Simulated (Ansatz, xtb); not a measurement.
## Ranking isomers of CH3AlMgO

5 gas-phase structures of CH3AlMgO, found in a search over its isomers (lower ones may exist). Each was relaxed with GFN2-xTB:

A. `[OH][Al]1[CH2][Mg]1`, a singlet
B. `[CH2]1[O][AlH][Mg]1`, a singlet
C. a singlet given by its coordinates
D. `[CH2]1[O+]2[Mg][AlH-]12`, a singlet
E. a singlet given by its coordinates

C (Å):

```xyz
7

C    -1.9281    1.8380    0.7193
Al   -2.0295    3.1610   -4.2727
Mg   -2.8554    2.2772   -1.1114
O    -2.2031    2.7429   -2.7130
H    -2.6165    1.4661    1.4711
H    -1.4483    2.7396    1.0944
H    -1.1608    1.0876    0.5388
```

Close contacts (Å): C1–Mg3 2.10, Al2–Mg3 3.38, Al2–O4 1.62, Mg3–O4 1.79, C1–H5 1.09, C1–H6 1.09, C1–H7 1.09.

E (Å):

```xyz
7

C    -1.8269    1.8382    0.5669
Al   -2.0207    2.4401   -1.3561
Mg   -3.2415    2.7065   -3.6041
O    -1.6849    3.0982   -2.8145
H    -2.7928    1.6298    1.0390
H    -1.3231    2.5934    1.1797
H    -1.2284    0.9241    0.6459
```

Close contacts (Å): C1–Al2 2.02, Al2–Mg3 2.57, Al2–O4 1.63, Mg3–O4 1.79, C1–H5 1.10, C1–H6 1.10, C1–H7 1.10.

Question: Estimate their order in r2SCAN-D4/def2-SVP energy at these geometries, lowest first.

Answer: Calculated order at r2SCAN-D4/def2-SVP: C (0.0), E (89.1), A (220.8), B (249.0), D (292.6) kJ/mol.

Energies above the lowest of each column, in kJ/mol; the last columns are at PBE0-D3(BJ)/def2-SVP geometries and were run for some of them only (a dash: not run or not comparable):

```json
{"structure": "C", "GFN2-xTB": "34.9", "HF/STO-3G": "0.0", "r2SCAN-D4/def2-SVP": "0.0", "PBE0-D3(BJ)/def2-SVP": "0.0", "CCSD(T)/def2-TZVP": "0.0"}
{"structure": "E", "GFN2-xTB": "0.0", "HF/STO-3G": "431.2", "r2SCAN-D4/def2-SVP": "89.1", "PBE0-D3(BJ)/def2-SVP": "118.1", "CCSD(T)/def2-TZVP": "113.4"}
{"structure": "A", "GFN2-xTB": "137.0", "HF/STO-3G": "609.2", "r2SCAN-D4/def2-SVP": "220.8", "PBE0-D3(BJ)/def2-SVP": "–", "CCSD(T)/def2-TZVP": "–"}
{"structure": "B", "GFN2-xTB": "138.7", "HF/STO-3G": "321.0", "r2SCAN-D4/def2-SVP": "249.0", "PBE0-D3(BJ)/def2-SVP": "–", "CCSD(T)/def2-TZVP": "–"}
{"structure": "D", "GFN2-xTB": "119.0", "HF/STO-3G": "502.5", "r2SCAN-D4/def2-SVP": "292.6", "PBE0-D3(BJ)/def2-SVP": "–", "CCSD(T)/def2-TZVP": "–"}
```

CCSD(T)/def2-TZVP puts C lowest of those it was run on; GFN2-xTB picks E. Some further structures that were screened fall inside this span and aren't listed. Flexible structures stand in one conformer each, not always the lowest. Frequencies (PBE0-D3(BJ)/def2-SVP) were run for C, E alone.

Over these structures GFN2-xTB departs from r2SCAN-D4/def2-SVP by 47.9 kJ/mol on average once a common shift is removed. A GFN2-xTB relaxation took about 0.12 s and the r2SCAN-D4/def2-SVP energy about 2.6 s on a shared host (Ansatz 0.2.0, xtb 6.7.1).
